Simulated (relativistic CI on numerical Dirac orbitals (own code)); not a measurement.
## Calculated levels, Tm LXIX

These numbers are calculated, not measured: Dirac equation for one electron, model QED (radiative potential, 1s self-energy scaled to tabulated hydrogen-like ionisation energies) (own radial code, finite nucleus).

CI space: 1s, 2s, 2p, 3s, 3p, 3d, 4s, 4p, 4d, 4f, 5s, 5p, 5d, 5f, 5g, 6s, 6p, 6d. Levels of other configurations are missing.

The lowest level is 1s 2S_1/2, with 100 % of that term; Hund's rules for 1s give 2S with J = 1/2, in agreement.

| No. | Configuration | Term | J | E (eV) | % | Landé g | Lifetime (s) |
| --- | --- | --- | --- | --- | --- | --- | --- |
| 1 | 1s | 2S | 1/2 | 0.0 | 100 | 1.821 |  |
| 2 | 2p | 2P° | 1/2 | 51707.6 | 100 | 0.620 | 6.84e-17 |
| 3 | 2s | 2S | 1/2 | 51725.8 | 100 | 1.956 |  |
| 4 | 2p | 2P° | 3/2 | 52931.3 | 100 | 1.300 | 7.51e-17 |
| 5 | 3p | 2P° | 1/2 | 61669.3 | 100 | 0.646 | 2.38e-16 |
| 6 | 3s | 2S | 1/2 | 61674.7 | 100 | 1.982 | 4.24e-15 |
| 7 | 3d | 2D | 3/2 | 62032.7 | 100 | 0.784 | 6.01e-16 |
| 8 | 3p | 2P° | 3/2 | 62033.6 | 100 | 1.319 | 2.41e-16 |
| 9 | 3d | 2D | 5/2 | 62139.0 | 100 | 1.186 | 6.63e-16 |
| 10 | 4p | 2P° | 1/2 | 65103.7 | 100 | 0.655 | 5.70e-16 |
| 11 | 4s | 2S | 1/2 | 65106.0 | 100 | 1.991 | 6.34e-15 |
| 12 | 4d | 2D | 3/2 | 65256.1 | 100 | 0.791 | 1.37e-15 |
| 13 | 4p | 2P° | 3/2 | 65256.5 | 100 | 1.325 | 5.60e-16 |
| 14 | 4f | 2F° | 5/2 | 65301.1 | 100 | 0.849 | 3.04e-15 |
| 15 | 4d | 2D | 5/2 | 65301.2 | 100 | 1.192 | 1.52e-15 |
| 16 | 4f | 2F° | 7/2 | 65322.9 | 100 | 1.135 | 3.14e-15 |
| 17 | 5p | 2P° | 1/2 | 66671.5 | 100 | 0.659 | 1.12e-15 |
| 18 | 5s | 2S | 1/2 | 66672.7 | 100 | 1.995 | 1.01e-14 |
| 19 | 5d | 2D | 3/2 | 66749.0 | 100 | 0.794 | 2.62e-15 |
| 20 | 5p | 2P° | 3/2 | 66749.2 | 100 | 1.329 | 1.08e-15 |
| 21 | 5f | 2F° | 5/2 | 66772.1 | 100 | 0.852 | 5.82e-15 |
| 22 | 5d | 2D | 5/2 | 66772.1 | 100 | 1.195 | 2.91e-15 |
| 23 | 5g | 2G | 7/2 | 66783.3 | 100 | 0.883 | 1.01e-14 |
| 24 | 5f | 2F° | 7/2 | 66783.3 | 100 | 1.138 | 6.02e-15 |
| 25 | 5g | 2G | 9/2 | 66790.0 | 100 | 1.106 | 1.02e-14 |
| 26 | 6p | 2P° | 1/2 | 67514.2 | 100 | 0.661 | 1.93e-15 |
| 27 | 6s | 2S | 1/2 | 67514.9 | 100 | 1.997 | 1.57e-14 |
| 28 | 6d | 2D | 3/2 | 67558.9 | 100 | 0.796 | 4.45e-15 |
| 29 | 6p | 2P° | 3/2 | 67559.0 | 100 | 1.330 | 1.85e-15 |
| 30 | 6d | 2D | 5/2 | 67572.2 | 100 | 1.197 | 4.97e-15 |

Energies count from the lowest computed level; ° marks odd parity; lifetimes are radiative, by E1, M1, E2, M2 decay to levels of this space only; some are left blank where a channel outside the calculation adds to the decay or the decay crosses a small, uncertain gap.
